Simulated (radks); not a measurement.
Species: Pr+. Configuration: [Xe] 4f3 6s1. Method: Dirac Kohn-Sham, LDA (Slater exchange, Perdew-Wang correlation), spin-unpolarised, spherical densities, point nucleus; open shells fill j = l - 1/2 first; computed with a radial shooting solver on a logarithmic mesh with Libxc functionals.

Spin-orbit splittings of the eigenvalues, e(l+1/2) - e(l-1/2), with zeta = 2 splitting/(2l+1) and mean radii in bohr:

shell  occ.  splitting (eV)  zeta (eV)  <r> j=l-1/2  <r> j=l+1/2
2p        6           481.6      321.1      0.08608      0.09239
3p        6               ?          ?       0.2619       0.2743
3d       10           20.58      8.232       0.2453       0.2492
4p        6           20.66      13.77       0.6405       0.6688
4d       10           3.621      1.448       0.7222       0.7324
4f        3          0.3436    0.09816        1.166        1.187
5p        6           2.837      1.891        1.703        1.793

Estimate the 3p splitting.

Answer. 95.38 eV (zeta = 63.58 eV).
